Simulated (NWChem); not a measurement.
Species: MgF cation; SMILES [F][Mg+]

```xyz
2

Mg     0.0000     0.0000    -0.7447
F      0.0000     0.0000     0.9933
```
Atoms are numbered in this order, from 1.

Geometry: optimised at PBE-D3(BJ)/def2-SVP.

 Unshifted, non-relativistic core excitations; the lowest 4 roots alone, so stronger bands may lie above.

Q: List the first F K-edge excitations from PBE/6-311G** (spherical d), restricted-window TDA (NWChem).

A: 
| state | energy (eV) | dipole oscillator strength | leading excitation (squared amplitude) |
|---|---|---|---|
| S1 | 652.7 | 0.0077 | 1s of atom 2 or its equivalents → LUMO (1.00) |
| S2 | 656.9 | 0.0046 | 1s of atom 2 or its equivalents → LUMO+1 (1.00) |
| S3 | 656.9 | 0.0046 | 1s of atom 2 or its equivalents → LUMO+2 (1.00) |
| S4 | 658.7 | 0.0022 | 1s of atom 2 or its equivalents → LUMO+3 (1.00) |
